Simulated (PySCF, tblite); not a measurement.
Isomers of C7H4ClP, one GFN2-xTB conformer each. Single-point energies are computed at PBE0/pcSseg-1 (PySCF, gas phase, no added dispersion term), electronic only.

Question: Rank them by PBE0/pcSseg-1 energy, lowest first (kJ/mol).
A. `P#CC1=CC=C(Cl)C=C1`
B. `C#Cc1ccpc(Cl)c1`
C. `C#CC1=PC=CC(Cl)=C1`

Answer: A (0.0), C (105.6), B (109.5).

As drawn, the highest has a C≡C bond, which the lowest lacks. Neighbours under 10 kJ/mol apart (C#Cc1cc(Cl)ccp1 and C#Cc1ccpc(Cl)c1) can change places with a better method, another conformer or zero-point energy. GFN2-xTB itself gives, in the same order: 0.0, 89.2, 91.5. Both levels put the same isomer lowest; measured from each level's own lowest isomer, the values differ by up to 18.0 kJ/mol (C#Cc1ccpc(Cl)c1: 91.5 against 109.5).

Which frontier levels, dipoles and rotational constants go with these structures?

| SMILES | HOMO (eV, PBE0/pcSseg-1) | LUMO (eV) | dipole (D) | A, B, C (MHz) |
| --- | --- | --- | --- | --- |
| P#Cc1ccc(Cl)cc1 | -6.83 | -2.19 | 0.21 | 5717, 472.1, 436.1 |
| C#Cc1cc(Cl)ccp1 | -7.07 | -2.17 | 0.32 | 1979, 833.3, 586.4 |
| C#Cc1ccpc(Cl)c1 | -7.06 | -2.33 | 2.41 | 1983, 847.7, 593.9 |

What happens when harmonic zero-point energies from GFN2-xTB frequencies are added?

```tsv
SMILES	ZPE (kJ/mol)	electronic (kJ/mol)	with ZPE (kJ/mol)
P#Cc1ccc(Cl)cc1	220.1	0.0	0.0
C#Cc1cc(Cl)ccp1	212.1	105.6	97.6
C#Cc1ccpc(Cl)c1	212.3	109.5	101.7
```

The zero-point energies span 8.0 kJ/mol. The order is unchanged.
